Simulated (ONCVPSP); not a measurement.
# Logarithmic derivatives: La (Z = 57), ONCV

lanthanum (La), optimised norm-conserving Vanderbilt (ONCV), made with ONCVPSP 4.0.1 (PBE, scalar-relativistic). Core [Kr] 4d10, reference 5s2 5p6 5d1 6s2. Waves: 5s+6s: rc 2.30 bohr, ncon 5, nbas 9, qcut 5 1/bohr, 2 projectors; 5p: rc 2.20 bohr, ncon 3, nbas 8, qcut 5.2 1/bohr, 1 projector; 5d: rc 2.65 bohr, ncon 4, nbas 8, qcut 3.1 1/bohr, 2 projectors, debl 3.7 Ha; f scattering state at 0.24 Ha: rc 2.20 bohr, ncon 5, nbas 8, qcut 4.5 1/bohr, 1 projector. Local part: polynomial inside 1.95 bohr (lpopt 4, dvloc0 0 Ha). Core correction: none.

In the f channel the program set the typed energies aside and used -0.160 Ha.

The phase is arctan(r·R′/R) of the radial function R(r), unwrapped; energies in Ha, scanned from -3 to 5 Ha. A pole is an energy at which the radial function vanishes at the test radius. The pseudo phase is shifted by a multiple of π to meet the all-electron one at the reference energy, and phase errors are pseudo minus all-electron; the curves can meet again beyond the range given. Levels narrower than the energy grid can be missing from the lists of poles.

| channel | radius (bohr) | reference energy (Ha) | poles, all-electron | poles, pseudo | unbroken range about the reference energy with phases within 0.05 rad | phase error 1 Ha above the reference energy (rad) |
| --- | --- | --- | --- | --- | --- | --- |
| s | 2.33 | -0.14 | -1.09, 3.94 | -1.09, 3.82 | below 4.8 | -0.002 |
| p | 2.24 | -0.82 | -0.10 | -0.12, 3.48 | below 0.7 | -0.013 |
| d | 2.69 | -0.11 | 0.57, 4.25 | 0.57, 4.25 | the whole range | -0.000 |
| f | 2.24 | -0.16 | -0.03, 3.19 | -0.02 | -0.3 to 0.2 | +0.439 |

Phases in the s channel:

```
E (Ha)  all-electron  pseudo
 -2.98         1.265   1.265
 -2.76         1.229   1.229
 -2.54         1.175   1.175
 -2.32         1.085   1.085
 -2.10         0.904   0.904
 -1.88         0.394   0.394
 -1.66        -0.749  -0.749
 -1.44        -1.305  -1.305
 -1.22        -1.504  -1.504
 -1.00        -1.609  -1.609
 -0.78        -1.681  -1.681
 -0.56        -1.742  -1.742
 -0.34        -1.802  -1.802
 -0.12        -1.872  -1.872
  0.10        -1.962  -1.962
  0.32        -2.095  -2.095
  0.54        -2.315  -2.316
  0.76        -2.719  -2.720
  0.98        -3.337  -3.339
  1.20        -3.862  -3.865
  1.42        -4.158  -4.160
  1.64        -4.322  -4.324
  1.86        -4.422  -4.425
  2.08        -4.490  -4.492
  2.30        -4.539  -4.542
  2.52        -4.577  -4.580
  2.74        -4.607  -4.610
  2.96        -4.632  -4.636
  3.18        -4.653  -4.658
  3.40        -4.672  -4.678
  3.62        -4.689  -4.696
  3.84        -4.705  -4.714
  4.06        -4.720  -4.732
  4.28        -4.735  -4.752
  4.50        -4.750  -4.775
  4.72        -4.766  -4.804
  4.94        -4.782  -4.848
```
